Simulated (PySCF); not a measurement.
Computed Raman spectrum (relative Raman activity) of a molecule C4H10S. The structure is a stationary point at PBE0-D3(BJ)/def2-SVP. One conformer was computed; it need not be the lowest. Level of theory: PBE0-D3(BJ)/def2-SVP (PySCF). Frequencies are harmonic and unscaled.

```tsv
ν (cm⁻¹)	relative intensity
678	4.0
1440	4.2
1461	11
1472	5.8
1476	2.0
3054	19
3058	100
3066	33
3118	25
3128	32
3146	27
3157	28
3159	13
3164	9.2
```

Task: Pick the molecule that these values belong to.
A) CCSCC
B) CC[C@H](C)S
C) CCCSC
D) CC(C)CS

Result: A, CCSCC
